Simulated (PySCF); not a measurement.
**Atomic charges by several schemes**

Species: C₇H₁₂N₂.
SMILES with atom numbers: `[CH2:1]=[CH:2][CH2:3][N:4]1[CH2:5][C@@H:6]([CH3:7])[CH:8]=[N:9]1` (hydrogens: H10, H11 on C1; H12 on C2; H13, H14 on C3; H15, H16 on C5; H17 on C6; H18, H19, H20 on C7; H21 on C8)

Cartesian coordinates in Å at the GFN2-xTB level; atoms count from 1:
```xyz
21
C7H12N2 angstrom
C      3.050    0.773   -0.058
C      2.118    0.069   -0.671
C      1.584   -1.248   -0.181
N      0.149   -1.247   -0.020
C     -0.469   -0.333    0.950
C     -1.869   -0.075    0.364
C     -2.229    1.402    0.243
C     -1.715   -0.751   -0.981
N     -0.593   -1.325   -1.143
H      3.514    0.425    0.852
H      3.404    1.714   -0.442
H      1.656    0.427   -1.582
H      1.810   -2.028   -0.914
H      2.036   -1.514    0.779
H     -0.495   -0.814    1.930
H      0.112    0.595    1.027
H     -2.640   -0.585    0.951
H     -2.273    1.866    1.227
H     -3.199    1.516   -0.236
H     -1.485    1.925   -0.355
H     -2.473   -0.776   -1.740
```

Density: PBE0/pcSseg-1 (PySCF); schemes: Mulliken, IAO, Hirshfeld and ESP-fitted. Geometry: GFN2-xTB, one conformer, isolated molecule.

What partial charge does each atom carry?

In e:

```
atom                   environment  Mulliken     IAO  Hirshfeld  ESP-fitted
  C1          terminal =CH2 carbon    -0.142  -0.321     -0.103      -0.527
  C2              alkene CH carbon    -0.281  -0.149     -0.043      +0.020
  C3  sp3 carbon bound to nitrogen    +0.086  -0.158     -0.027      -0.299
  N4  nitrogen bonded to 2 C and N    -0.491  -0.116     -0.034      -0.044
  C5  sp3 carbon bound to nitrogen    +0.126  -0.184     -0.029      -0.031
  C6                 sp3 CH carbon    -0.427  -0.137     -0.027      +0.239
  C7                 methyl carbon    -0.212  -0.417     -0.118      -0.553
  C8                    C=N carbon    +0.115  -0.083     -0.014      +0.015
  N9                  C=N nitrogen    -0.191  -0.177     -0.117      -0.384
 H10              vinylic hydrogen    +0.108  +0.142     +0.043      +0.215
 H11              vinylic hydrogen    +0.118  +0.152     +0.046      +0.188
 H12              vinylic hydrogen    +0.112  +0.149     +0.043      +0.152
 H13            methylene hydrogen    +0.141  +0.168     +0.049      +0.174
 H14            methylene hydrogen    +0.110  +0.140     +0.046      +0.154
 H15            methylene hydrogen    +0.126  +0.146     +0.041      +0.048
 H16            methylene hydrogen    +0.120  +0.126     +0.029      +0.084
 H17              methine hydrogen    +0.138  +0.140     +0.041      +0.014
 H18               methyl hydrogen    +0.118  +0.141     +0.042      +0.131
 H19               methyl hydrogen    +0.116  +0.142     +0.043      +0.140
 H20               methyl hydrogen    +0.114  +0.141     +0.038      +0.154
 H21      hydrogen on a C=N carbon    +0.095  +0.156     +0.052      +0.110
```

Mean size of the charges over all atoms: ESP-fitted 0.175 e, Mulliken 0.166 e, IAO 0.166 e, Hirshfeld 0.049 e. Each set sums to the total charge, 0, to within 0.001 e. The IAO scheme counts the electrons in orthogonalised intrinsic atomic orbitals, a minimal basis polarised so that it spans the occupied orbitals exactly.

Lowest charge. The schemes don't all agree: Mulliken N4 (-0.491); IAO C7 (-0.417); Hirshfeld C7 (-0.118); ESP-fitted C7 (-0.553).

Highest charge. The schemes don't all agree: Mulliken H13 (+0.141); IAO H13 (+0.168); Hirshfeld H21 (+0.052); ESP-fitted C6 (+0.239).

How many electrons does the IAO scheme count on C3?

Z − q = 6 − (-0.158) = 6.158.

How closely do the schemes follow one another over all atoms?

Correlation coefficient and root-mean-square difference: IAO with Hirshfeld 0.96, 0.128 e; Hirshfeld with ESP-fitted 0.87, 0.185 e; IAO with ESP-fitted 0.82, 0.132 e; Mulliken with Hirshfeld 0.67, 0.164 e; Mulliken with IAO 0.65, 0.158 e; Mulliken with ESP-fitted 0.35, 0.245 e.
